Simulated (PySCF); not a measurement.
Isomers of C8H11ClSi, one GFN2-xTB conformer each. Single-point energies are computed at PBE0/pcSseg-1 (PySCF, gas phase, no added dispersion term), electronic only.

```json
{"SMILES": "C=CC[Si@H]1C=CC=C(Cl)C1", "GFN2-xTB relative energy (kcal/mol)": "59.8"}
{"SMILES": "[SiH3]CC1=CC2(CC2)C(Cl)=C1", "GFN2-xTB relative energy (kcal/mol)": "33.8"}
{"SMILES": "[SiH3]C[C@@]12C=C[C@@]3(Cl)C[C@@H]1[C@@H]23", "GFN2-xTB relative energy (kcal/mol)": "44.4"}
{"SMILES": "CC#CCC1=CC[SiH2][C@H]1Cl", "GFN2-xTB relative energy (kcal/mol)": "59.8"}
{"SMILES": "C/C1=C/C(Cl)=C\\C=C/[SiH2]C1", "GFN2-xTB relative energy (kcal/mol)": "49.6"}
{"SMILES": "C[Si](C)(Cl)c1ccccc1", "GFN2-xTB relative energy (kcal/mol)": "0.0"}
```

Conformers: `[CH2:1]=[CH:2][CH2:3][Si@H:4]1[CH:5]=[CH:6][CH:7]=[C:8]([Cl:9])[CH2:10]1` with C1–C2–C3–Si4 -104°, C2–C3–Si4–C5 -60°, C3–Si4–C5–C6 128°, C5–C6–C7–C8 -7°, C7–C8–C10–Si4 16°, C3–Si4–C10–C8 -137°; `[SiH3:1][CH2:2][C:3]1=[CH:4][C:5]2([CH2:6][CH2:7]2)[C:8]([Cl:9])=[CH:10]1` with Si1–C2–C3–C4 99°; `[SiH3:1][CH2:2][C@@:3]12[CH:4]=[CH:5][C@@:6]3([Cl:7])[CH2:8][C@@H:9]1[C@@H:10]23` with Si1–C2–C3–C4 -71°, C2–C3–C4–C5 -160°, C4–C5–C6–Cl7 159°, C5–C6–C8–C9 91°, C6–C8–C9–C10 15°; `[CH3:1][C:2]#[C:3][CH2:4][C:5]1=[CH:6][CH2:7][SiH2:8][C@H:9]1[Cl:10]` with C3–C4–C5–C6 112°, C5–C6–C7–Si8 6°, C6–C7–Si8–C9 -8°, C7–Si8–C9–Cl10 -108°, C4–C5–C9–Si8 173°; `[CH3:1]/[C:2]1=[CH:3]/[C:4]([Cl:5])=[CH:6]\[CH:7]=[CH:8]/[SiH2:9][CH2:10]1` with C2–C3–C4–Cl5 -117°, C4–C6–C7–C8 -46°, C7–C8–Si9–C10 12°, C8–Si9–C10–C2 63°; `[CH3:1][Si:2]([CH3:3])([Cl:4])[c:5]1[cH:6][cH:7][cH:8][cH:9][cH:10]1` with C1–Si2–C5–C6 -123°.

What does PBE0/pcSseg-1 give for the same structures?

```tsv
SMILES	PBE0/pcSseg-1 E (Eh)	PBE0/pcSseg-1 (kcal/mol)	GFN2-xTB (kcal/mol)	point group
C[Si](C)(Cl)c1ccccc1	-1060.53360	0.0	0.0	C1
C=CC[Si@H]1C=CC=C(Cl)C1	-1060.40624	79.9	59.8	C1
C/C1=C/C(Cl)=C\C=C/[SiH2]C1	-1060.39963	84.1	49.6	C1
[SiH3]CC1=CC2(CC2)C(Cl)=C1	-1060.38623	92.5	33.8	C1
CC#CCC1=CC[SiH2][C@H]1Cl	-1060.36999	102.7	59.8	C1
[SiH3]C[C@@]12C=C[C@@]3(Cl)C[C@@H]1[C@@H]23	-1060.35981	109.1	44.4	C1
```

Both levels put the same isomer lowest; measured from each level's own lowest isomer, the values differ by up to 64.7 kcal/mol ([SiH3]C[C@@]12C=C[C@@]3(Cl)C[C@@H]1[C@@H]23: 44.4 against 109.1). As drawn, the lowest has an aromatic ring, which the highest lacks; the highest has a three-membered ring, a four-membered ring and a C=C bond outside aromatic rings, which the lowest lacks.

Which frontier levels, dipoles and rotational constants go with these structures?

```
                                     SMILES  HOMO (eV, PBE0/pcSseg-1)  LUMO (eV)  dipole (D)       A, B, C (MHz)
                       C[Si](C)(Cl)c1ccccc1                     -7.46      -0.70        2.12  1652, 610.9, 560.4
                    C=CC[Si@H]1C=CC=C(Cl)C1                     -6.52      -1.51        1.67  1401, 626.3, 515.5
                C/C1=C/C(Cl)=C\C=C/[SiH2]C1                     -6.64      -1.27        1.66  1354, 760.7, 546.4
                 [SiH3]CC1=CC2(CC2)C(Cl)=C1                     -6.04      -0.81        1.55  1750, 551.5, 465.9
                   CC#CCC1=CC[SiH2][C@H]1Cl                     -7.17      -0.28        2.41  1330, 572.9, 509.4
[SiH3]C[C@@]12C=C[C@@]3(Cl)C[C@@H]1[C@@H]23                     -6.91      -0.10        1.88  3006, 522.2, 505.5
```
